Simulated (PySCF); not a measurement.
Spectra and structures to be paired. Theory: TDDFT B3LYP/def2-SVPD, vertical, gas phase, core orbitals frozen in the response (PySCF). Geometries: GFN2-xTB; one conformer of each isolated species. Triplets are in the Tamm–Dancoff approximation.

A. `C1(=C)C=C1`
B. `C(C)O[Si@@H](C#N)N`
C. `O=S(=O)(Cl)CC(F)(F)F`

Lowest singlet levels (six at most, fewer where fewer were computed) with oscillator strengths:

1. 192 nm (f 0.024); 190 nm (f 0.040); 177 nm (f 0.004); 174 nm (f 0.023); 172 nm (f 0.000); 168 nm (f 0.013); T1 5.90 eV
2. 214 nm (f 0.004); 190 nm (f 0.002); 190 nm (f 0.004); 185 nm (f 0.096); 165 nm (f 0.004); 160 nm (f 0.134); T1 5.20 eV
3. 298 nm (f 0.012); 215 nm (f 0.001); 206 nm (f 0.000); 197 nm (f 0.032); 196 nm (f 0.000); 172 nm (f 0.493); T1 3.21 eV

Task: Which spectrum belongs to which structure?

Result: 1 = B, 2 = C, 3 = A.
- A: S1 at 4.16 eV, HOMO→LUMO (99%); Löwdin shares by element: HOMO carbon 90%; LUMO carbon 86% or more, hydrogen 7% or more; HOMO -5.91 and LUMO -0.89 eV; point group C2v, 2 of its 6 listed states under f = 0.0005.
- B: S1 at 6.47 eV, HOMO→LUMO+1 (78%), HOMO→LUMO (20%); Löwdin shares by element: HOMO nitrogen 67% or more, hydrogen 13% or more, silicon 9%; LUMO nitrogen 31%, carbon 22% or more, silicon 20% (atoms not listed hold the other 26%); HOMO -8.06 and LUMO -0.57 eV.
- C: S1 at 5.81 eV, HOMO→LUMO (97%); Löwdin shares by element: HOMO oxygen 53%, chlorine 45%; LUMO chlorine 42%, sulfur 26%, oxygen 18%; HOMO -9.37 and LUMO -2.31 eV; point group Cs.
